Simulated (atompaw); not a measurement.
**u(r) = r·R(r): atom against pseudo-atom (copper (Cu))**

Columns: radius, all-electron u(r) and pseudo u(r) of the 4p shell (level -0.70 eV) of copper in the configuration [Ar] 3d10 4s1 4p0; PBE, scalar-relativistic, PAW (atompaw) scheme, atompaw 4.2.0.5.

```
r (bohr)  all-electron  pseudo
   0.115        0.0750  0.0020
   0.231        0.0191  0.0081
   0.346       -0.0689  0.0180
   0.462       -0.1198  0.0315
   0.577       -0.1273  0.0482
   0.692       -0.1053  0.0675
   0.808       -0.0667  0.0894
   0.923       -0.0212  0.1127
   1.038        0.0259  0.1372
   1.154        0.0722  0.1626
   1.269        0.1154  0.1879
   1.385        0.1557  0.2130
   1.500        0.1920  0.2371
   1.615        0.2249  0.2601
   1.731        0.2547  0.2820
   1.846        0.2812  0.3021
   1.962        0.3049  0.3207
   2.077        0.3259  0.3375
   2.192        0.3443  0.3526
   2.308        0.3607  0.3663
   2.423        0.3748  0.3784
   2.538        0.3871  0.3891
   2.654        0.3977  0.3986
   2.769        0.4066  0.4069
   2.885        0.4141  0.4141
   3.000        0.4202  0.4202
```

How many radial nodes do the two functions have?

The all-electron 4p function has n − l − 1 = 2; the pseudo-wave has 0, since the states of the same l below it are removed with the core.

Is the pseudo-wave norm-conserving?

No, it belongs to a PAW set: the norm inside the radius is not constrained, and the difference is carried by the augmentation charge.
